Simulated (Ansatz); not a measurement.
Reaction (formal exchange of groups at a Ga–C bond): `[CH3][Ga]([NH2])[SH]` + `CN(C)C` → `C[N](C)[Ga]([NH2])[SH]` + `CC`

Computed with Ansatz on PBE0-D4/def2-TZVP structures; ΔE is electronic, products minus reactants. CCSD(T)/CBS is the MP2 limit (def2-TZVPP, def2-QZVPP) plus CCSD(T) − MP2 in def2-TZVPP, frozen cores. This one scheme is used for every species. Functionals use def2-TZVPP. For Ga outer-core shells are correlated without core-valence functions, which leaves a few kJ/mol of doubt a bond. Scalar relativity is left out up to krypton. One conformer a species, not always the lowest.

`[CH3][Ga]([NH2])[SH]`:

```xyz
10

C    -1.371   -0.289    1.091
Ga    0.136   -0.224   -0.153
N     0.984    1.320   -0.592
S     0.897   -2.071   -1.105
H    -1.737   -1.309    1.208
H    -1.070    0.087    2.071
H    -2.189    0.336    0.728
H     1.760    1.383   -1.227
H     0.727    2.218   -0.221
H     1.864   -1.451   -1.800
```

`CN(C)C`:

Cartesian coordinates in Å:
```
C -0.347 1.258 0.438
N 0.097 0.190 -0.423
C -0.938 -0.794 -0.620
C 1.312 -0.412 0.068
H 0.434 2.016 0.525
H -1.235 1.733 0.015
H -0.600 0.910 1.458
H -1.827 -0.321 -1.044
H -1.235 -1.298 0.319
H -0.595 -1.561 -1.319
H 2.095 0.344 0.155
H 1.656 -1.179 -0.631
H 1.185 -0.887 1.059
```

`C[N](C)[Ga]([NH2])[SH]`:

Cartesian coordinates in Å:
```
C 1.402 1.079 -0.291
N 0.575 -0.096 -0.337
C 1.171 -1.187 -1.061
Ga -1.064 -0.191 0.435
N -1.784 1.244 1.295
S -2.189 -2.071 0.178
H 0.906 1.890 0.247
H 1.635 1.451 -1.300
H 2.362 0.885 0.213
H 2.122 -1.504 -0.609
H 1.381 -0.914 -2.105
H 0.509 -2.056 -1.075
H -2.581 1.120 1.898
H -1.190 1.979 1.645
H -3.255 -1.628 0.866
```

`CC`:

Cartesian coordinates in Å:
```
C -0.633 0.262 0.328
C 0.633 -0.262 -0.328
H -0.775 1.326 0.127
H -1.518 -0.263 -0.037
H -0.600 0.135 1.413
H 0.775 -1.326 -0.127
H 1.518 0.263 0.037
H 0.600 -0.135 -1.413
```

```json
{"level": "B2PLYP", "ΔE (eV)": "-0.51"}
{"level": "r2SCAN", "ΔE (eV)": "-0.48"}
{"level": "PBE0", "ΔE (eV)": "-0.45"}
{"level": "MP2/def2-TZVPP", "ΔE (eV)": "-0.55"}
{"level": "CCSD/def2-TZVPP", "ΔE (eV)": "-0.53"}
{"level": "CCSD(T)/def2-TZVPP", "ΔE (eV)": "-0.53"}
{"level": "HF/CBS(def2)", "ΔE (eV)": "-0.52"}
{"level": "CCSD/CBS(def2)", "ΔE (eV)": "-0.51"}
```

(1) What does CCSD(T)/CBS give? (Estimate.)

Largest T1 diagnostic among the species: 0.012.

Answers

(1) Ansatz gave: -0.52 eV. The listed levels differ from it by 0.01, 0.04, 0.07, -0.03, -0.01, -0.01, 0.00, 0.01 eV.

The D4 term adds −0.05 eV with B3LYP and −0.03 eV with PBE0; it sums over pairs of atoms, weighted by their polarisabilities, and B3LYP, whose exchange is more repulsive, gets the larger term.

B3LYP here is the variant with VWN-RPA as its local correlation; programs differ in this.
